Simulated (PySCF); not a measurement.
Run record: geometry optimisation, `C=[N][GeH2][Br]`.

Method: PBE0-D3(BJ)/def2-SVP geometry optimisation, gas phase (PySCF 2.14.0). Start geometry: GFN2-xTB. A driver script takes a list of jobs; this job's settings line and coordinates (Å) are shown.

Command:
```bash
OMP_NUM_THREADS=1 python probes_run.py task.json out
```

Input:
```
{"job": {"xc": "PBE0", "basis": "def2-SVP", "d3": "d3bj", "grid": 1, "shake": 0.01, "kind": "geom"}, "charge": 0, "multiplicity": 1}
C      1.535960    -0.171780     0.456380
N      0.400110    -0.731010     0.432360
Ge    -1.209480    -0.133480    -0.226420
Br    -0.974890     1.976510    -1.100400
H      1.700730     0.852570     0.046490
H      2.367250    -0.652250     0.884480
H     -1.612550    -1.072910    -1.306220
H     -2.151990    -0.086800     0.916350
```

Output:
```
step   0  E = -4745.12679544  max force = 0.045993
step   1  E = -4745.13105964  max force = 0.017809
step   2  E = -4745.13147889  max force = 0.005123
step   3  E = -4745.13165163  max force = 0.004718
step   4  E = -4745.13181048  max force = 0.000669
step   5  E = -4745.13181820  max force = 0.000352
optimisation converged
```

Energies in Eh; «max force» is the largest Cartesian gradient component in Eh/bohr.

Question: How much energy does the optimisation release, in kcal/mol?

Answer: E(step 0) − E(last step) = 0.005023 Eh, which is 3.2 kcal/mol.

Main results: final energy -4745.13182 Eh after 5 steps; dipole 0.87 D.

Question: Where do the atoms end?

Answer: 0.058 Å rms from the input after alignment:
```
atom  x, y, z in Å
C1     1.3420   -0.0189    0.4208
N2     0.3055   -0.7388    0.4272
Ge3   -1.3221   -0.2082   -0.2520
Br4   -1.2135    1.9405   -1.1398
H5     1.3939    1.0062   -0.0010
H6     2.2784   -0.4096    0.8598
H7    -1.7075   -1.1660   -1.3843
H8    -2.3373   -0.1779    0.8953
```

Question: Estimate the wall time. Hardware: Arm Neoverse V1, one thread, on a shared host. And the peak memory of the process?

Answer: About 39 s, with 0.45 GiB resident at the peak, the Python interpreter and its libraries included.
Labels such as C1 count atoms from 1, the log's own numbers from 0.
